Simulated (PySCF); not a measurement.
C₂H₄F₂Si, SMILES F[SiH2]C(=C)F. Atoms are numbered in the order given.

```xyz
9

C     -1.3898    -1.1948     0.0000
C     -0.0982    -0.8665     0.0000
F      0.8587    -1.8282     0.0000
Si     0.5999     0.8777     0.0000
F     -0.6839     1.8813     0.0000
H     -2.1424    -0.4044     0.0000
H     -1.7140    -2.2394     0.0000
H      1.4066     1.1228    -1.2220
H      1.4066     1.1228     1.2220
```

Coordinates come from a B3LYP-D3(BJ)/def2-SVP optimisation. The structure was generated by enumeration, and PubChem lists no compound with its InChIKey, so it may never have been made. The values are those of a single conformer.

The numbers are results of PBE/pcSseg-1 (PySCF), not measurements.

GIAO shieldings, no solvent; atoms listed in one row are averaged. δ = σ(ref) − σ: ¹³C against TMS (σ = 182.0 ppm); ¹⁹F against CFCl3 (σ = 133.6 ppm); ²⁹Si against TMS (σ = 335.4 ppm); ¹H against TMS (σ = 31.49 ppm), references at their B3LYP-D3(BJ)/def2-TZVP geometries, non-relativistic.

Q: Estimate the chemical shifts. (The exact figures need the calculation; the answer reports its results.)

A: 
| nucleus | atoms | count | δ (ppm) |
|---|---|---|---|
| ¹³C | C2 | 1 | 176.7 |
| ¹³C | C1 | 1 | 115.1 |
| ¹⁹F | F3 | 1 | -118.1 |
| ¹⁹F | F5 | 1 | -258.0 |
| ²⁹Si | Si4 | 1 | -16.4 |
| ¹H | H7 | 1 | 6.02 |
| ¹H | H6 | 1 | 5.74 |
| ¹H | H8, H9 | 2 | 5.63 |
